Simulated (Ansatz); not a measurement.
**Molecular dynamics, step by step**

SiH₂Cl₂O, closed shell, PBE0-D4/def2-SVP (Ansatz 0.2.0). Settings (timestep in fs, temperature in K; T counts 12 degrees of freedom):

```yaml
hamiltonian: {xc: pbe0, dispersion: d4}
md: {n_steps: 80, timestep: 0.25, temperature: 200, ensemble: nve, seed: 977, initial_velocities: maxwell_boltzmann}
```

Start, the saddle point found with PBE0-D4 in triple zeta (not stationary at another level):

```xyz
6
angstrom
Si 1.1280 0.3707 0.0465
O -0.0666 -0.9110 -0.3225
H -0.9585 0.0914 -0.3767
Cl -1.1474 1.5324 -0.2724
Cl 0.9805 0.2247 2.1167
H 0.0640 -1.3082 -1.1916
```

```csv
step,time (fs),potential energy less the start (meV),kinetic energy (meV),T (K)
0,0.00,0.0,103.4,200
5,1.25,5.7,97.7,189
10,2.50,16.1,87.4,169
15,3.75,17.4,86.1,166
20,5.00,18.6,84.8,164
25,6.25,26.3,77.2,149
30,7.50,23.7,79.8,154
35,8.75,10.9,92.5,179
40,10.00,3.1,100.4,194
45,11.25,-10.2,113.7,220
50,12.50,-42.2,145.6,282
55,13.75,-82.9,186.4,360
60,15.00,-121.6,225.0,435
65,16.25,-153.4,256.7,497
70,17.50,-149.3,252.6,489
75,18.75,-132.7,236.3,457
80,20.00,-180.8,284.1,550
```

Step 30, positions (Å) and forces (eV/Å):

```csv
atom,x,y,z,Fx,Fy,Fz
Si1,1.144,0.380,0.034,0.043,0.192,0.203
O2,-0.080,-0.926,-0.318,-0.292,0.545,0.352
H3,-0.871,0.078,-0.475,-0.237,-0.404,0.259
Cl4,-1.137,1.527,-0.252,0.224,0.069,-0.179
Cl5,0.961,0.232,2.106,0.114,0.013,0.089
H6,0.066,-1.371,-1.149,0.148,-0.415,-0.724
```

Step 60, positions (Å) and forces (eV/Å):

| atom | x | y | z | Fx | Fy | Fz |
| --- | --- | --- | --- | --- | --- | --- |
| Si1 | 1.160 | 0.394 | 0.024 | -0.509 | 0.920 | 0.346 |
| O2 | -0.102 | -0.938 | -0.326 | -0.593 | 0.201 | 0.459 |
| H3 | -0.864 | -0.159 | -0.451 | 0.120 | -0.552 | 0.060 |
| Cl4 | -1.122 | 1.522 | -0.233 | 0.791 | -0.146 | -0.132 |
| Cl5 | 0.942 | 0.240 | 2.096 | 0.223 | -0.024 | 0.050 |
| H6 | 0.071 | -1.441 | -1.116 | -0.031 | -0.398 | -0.783 |

Step 70, positions (Å) and forces (eV/Å):

| atom | x | y | z | Fx | Fy | Fz |
| --- | --- | --- | --- | --- | --- | --- |
| Si1 | 1.164 | 0.402 | 0.023 | -0.775 | 1.248 | 0.333 |
| O2 | -0.112 | -0.942 | -0.330 | 1.040 | -1.788 | 0.191 |
| H3 | -0.856 | -0.298 | -0.423 | -1.323 | 0.615 | -0.309 |
| Cl4 | -1.115 | 1.520 | -0.228 | 1.040 | -0.008 | -0.068 |
| Cl5 | 0.937 | 0.242 | 2.093 | 0.254 | -0.049 | 0.069 |
| H6 | 0.061 | -1.468 | -1.121 | -0.235 | -0.017 | -0.216 |

Last step (80):

```xyz
6
angstrom
Si 1.1665 0.4121 0.0217
O -0.1190 -0.9520 -0.3333
H -0.9198 -0.4036 -0.4116
Cl -1.1062 1.5175 -0.2221
Cl 0.9320 0.2447 2.0903
H 0.0384 -1.4954 -1.1374
```

Hardware: 2 CPU threads of an Arm Neoverse V2, shared host. Wall time about 91 s.
